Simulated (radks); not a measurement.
Q: These are the eigenvalues of the occupied orbitals of an atom or ion with whole-number occupations (eV). All-electron calculation, Dirac Kohn-Sham, PBE, spin-unpolarised, spherical densities, point nucleus. Program: a radial shooting solver on a logarithmic mesh with Libxc functionals.

1s1/2: -61815.13
2s1/2: -11007.60
2p1/2: -10526.74
2p3/2: -9480.305
3s1/2: -2991.460
3p1/2: -2780.185
3p3/2: -2557.292
3d3/2: -2198.497
3d5/2: -2149.927
4s1/2: -1072.650
4p1/2: -985.4791
4p3/2: -928.0709
4d3/2: -783.7778
4d5/2: -772.3103
4f5/2: -594.6971
4f7/2: -592.0886

Which element is it, and in what charge state? The configuration may be excited. Open shells, if any, are shared by 2j + 1.

A: Z = 70, ytterbium, charge +22: Yb22+ in [Kr] 4d10 4f2. The list shows which subshells hold electrons but not how many an open one holds; the 1s level, -2271.7 hartree, gives Z - s = 67.4 by -(Z - s)^2/2, which with screening and relativity narrows Z to a few neighbours, and the depths of the outer levels then fix element, charge and occupations together.
